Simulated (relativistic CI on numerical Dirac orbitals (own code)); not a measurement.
Charge states of lead

Computed by Dirac-Coulomb-Breit CI, orbitals from a KLI potential per configuration, model QED, valence Slater integrals scaled by 0.9 (own radial code, finite nucleus).

Each species is treated in one configuration, given outside its closed core. Radial values are for the open shell of highest l, unscaled and averaged over j; ζ includes the Breit term. Labels give the leading LS character, summed over repeated terms.

```
  Ion      Configuration  Its lowest level  LS weight (%)    g_J  g√(J(J+1))  F² (cm⁻¹)  F⁴ (cm⁻¹)  ⟨r⟩ (bohr)  ⟨r²⟩ (bohr²)
   Pb  4f14 5d10 6s2 6p2              3P_0             87               0.00      30440                  3.393         13.46
  Pb+   4f14 5d10 6s2 6p           2P°_1/2            100  0.666        0.58                             3.042         10.56
 Pb2+      4f14 5d10 6s2              1S_0            100               0.00                                                
 Pb3+       4f14 5d10 6s            2S_1/2            100  2.002        1.73                             2.101         4.935
 Pb4+          4f14 5d10              1S_0            100               0.00                                                
 Pb5+           4f14 5d9            2D_5/2            100  1.200        3.55                             1.225         1.712
 Pb6+           4f14 5d8              3F_4             94  1.235        5.52      88010      59440       1.196         1.624
 Pb7+           4f14 5d7            4F_9/2             77  1.278        6.36      90290      61180       1.169         1.547
 Pb8+           4f14 5d6              5D_4             65  1.389        6.21      92430      62810       1.144         1.479
 Pb9+           4f14 5d5                 ?              ?      ?           ?          ?          ?           ?             ?
Pb10+           4f14 5d4     J = 0 (mixed)             48               0.00      96380      65810         1.1         1.363
Pb11+           4f14 5d3            4F_3/2             67  0.578        1.12      98210      67200       1.081         1.312
Pb12+           4f14 5d2              3F_2             82  0.733        1.80      99960      68530       1.062         1.266
Pb13+            4f14 5d            2D_3/2            100  0.798        1.55                             1.044         1.223
Pb14+               4f14              1S_0            100               0.00                                                
Pb15+  4d10 4f14 5s2 5p5           2P°_3/2            100  1.333        2.58                            0.8854        0.8756
Pb16+  4d10 4f14 5s2 5p4              3P_2             71  1.356        3.32     121700                  0.876         0.857
Pb17+  4d10 4f14 5s2 5p3   J = 3/2 (mixed)             45  1.393        2.70     122900                  0.867        0.8391
Pb18+  4d10 4f14 5s2 5p2              3P_0             72               0.00     124100                 0.8581        0.8219
Pb19+   4d10 4f14 5s2 5p           2P°_1/2            100  0.664        0.57                            0.8494        0.8053
Pb20+      4d10 4f14 5s2              1S_0            100               0.00                                                
Pb21+      4d10 4f13 5s2           2F°_7/2            100  1.140        4.52                             0.427        0.2134
Pb22+       4d10 4f13 5s             3F°_4            100  1.247        5.58                            0.4247        0.2107
Pb23+          4d10 4f13           2F°_7/2            100  1.140        4.52                            0.4223        0.2079
```

Task: Fill in the row of Pb9+.

Result: Its lowest level 6S_5/2; LS weight (%) 60; g_J 1.777; g√(J(J+1)) 5.26; F² (cm⁻¹) 94460; F⁴ (cm⁻¹) 64350; ⟨r⟩ (bohr) 1.121; ⟨r²⟩ (bohr²) 1.418.
